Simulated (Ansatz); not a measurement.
HfO₃⁻. Total charge -1; doublet. Geometry r2SCAN-D4/def2-TZVPD.

```xyz
4

Hf   -0.042   -0.013   -0.002
O    -1.166    0.832   -1.249
O     1.771    0.567    0.077
O    -0.563   -1.386    1.173
```

In the def2 sets Hf takes a core potential; there is no spin–orbit coupling. LC-ωPBE has ω = 0.4 bohr⁻¹. HSE06 is defined as in plane-wave codes, on full-range PBE exchange. The structure comes from a short search, and lower isomers may exist.

**Question.** Estimate the α-spin orbital energies around the gap (eV) in Ansatz with PBE-D4/def2-TZVPD, PBE0-D4/def2-SVPD, PBE0-D4/def2-TZVPD, HSE06-D4/def2-TZVPD, LC-ωPBE/def2-TZVPD.

**Answer.** 
| orbital | PBE-D4/def2-TZVPD | PBE0-D4/def2-SVPD | PBE0-D4/def2-TZVPD | HSE06-D4/def2-TZVPD | LC-ωPBE/def2-TZVPD |
| --- | --- | --- | --- | --- | --- |
| HOMO−9 | -15.73 | -17.98 | -18.12 | -17.80 | -20.15 |
| HOMO−8 | -3.24 | -5.41 | -5.78 | -5.13 | -10.33 |
| HOMO−7 | -3.05 | -4.78 | -4.99 | -4.43 | -8.95 |
| HOMO−6 | -2.58 | -4.71 | -4.59 | -4.04 | -8.71 |
| HOMO−5 | -2.41 | -4.33 | -4.31 | -4.01 | -6.45 |
| HOMO−4 | -2.27 | -3.75 | -3.50 | -3.16 | -5.90 |
| HOMO−3 | -1.70 | -3.56 | -3.47 | -3.08 | -5.84 |
| HOMO−2 | -1.60 | -3.07 | -2.86 | -2.52 | -5.18 |
| HOMO−1 | -1.38 | -2.71 | -2.64 | -2.25 | -5.11 |
| HOMO | -1.10 | -2.66 | -2.30 | -2.02 | -4.41 |
| LUMO | 1.22 | 2.00 | 2.03 | 1.67 | 3.90 |
| LUMO+1 | 3.32 | 4.05 | 3.69 | 3.46 | 4.51 |
| LUMO+2 | 3.73 | 4.52 | 4.08 | 3.86 | 4.90 |
| LUMO+3 | 3.77 | 4.58 | 4.17 | 3.93 | 5.06 |
| LUMO+4 | 3.82 | 4.69 | 4.37 | 4.08 | 5.70 |
| LUMO+5 | 4.49 | 5.31 | 5.40 | 5.03 | 6.65 |
| β HOMO | -0.85 | -1.89 | -1.85 | -1.45 | -4.35 |
| β LUMO | -0.63 | -0.05 | 0.00 | -0.35 | 2.01 |
